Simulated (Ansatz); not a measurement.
The cluster Pb2Se3. The state is a singlet with charge 0. Geometry PBE-D4/def2-SVP, basis def2-TZVP, Ansatz.

```xyz
5

Pb   -0.007    0.904   -0.320
Pb    0.017   -2.552    0.902
Se   -0.018    3.222   -1.137
Se   -0.896   -0.204    1.944
Se    0.903   -1.370   -1.389
```

```
run  HOMO (eV)  LUMO (eV)
  A      -5.64      -3.95
  B      -6.42      -3.52
  C      -5.42      -4.16
  D      -6.58      -3.54
  E      -5.66      -4.16
```

In the def2 sets Pb takes a core potential; there is no spin–orbit coupling. Another isomer (singlet) lies 1.58 eV lower at PBE0-D4/def2-TZVP; other spin states weren't run for this one.

Question: The runs used B97M-V, PBE, PBE0, r2SCAN, r2SCAN0. Estimate which is which.

Answer: A B97M-V (0 % exact exchange); B PBE0 (25 % exact exchange); C PBE (0 % exact exchange); D r2SCAN0 (25 % exact exchange); E r2SCAN (0 % exact exchange). Exact exchange lowers occupied and raises empty levels; among semilocal functionals meta-GGAs tend to open the gap a little, and such runs are hard to tell apart. The gap grows from 1.27 eV (PBE) to 3.04 eV (r2SCAN0).
